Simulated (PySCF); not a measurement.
How methods differ on the excitation energy of Al⁺

Al⁺ [Ne] 3s2 (1S) → Al⁺ [Ne] 3s1 3d1 (3D), as a difference of total energies. All numbers are calculated (PySCF 2.14, no relativity, point nucleus, in aug-cc-pV(T+d)Z). Correlated levels: valence: [Ne] frozen. The calculations carry no spin-orbit coupling.

```tsv
method	excitation energy (eV)	error (eV)
UHF	10.814	-1.033
LDA	11.147	-0.700
PBE	10.907	-0.940
PBE0	11.043	-0.804
r2SCAN	10.834	-1.013
wB97M-V	11.648	-0.199
revPBE	10.794	-1.053
TPSS	10.865	-0.982
B2PLYP	11.452	-0.395
MP2 (valence)	11.449	-0.398
SCS-MP2 (valence)	11.682	-0.165
```

Reference: 11.847 eV (measured; NIST levels, between the centres of gravity of the two terms).

Errors of the correlated levels include the incompleteness of this basis and the frozen core.
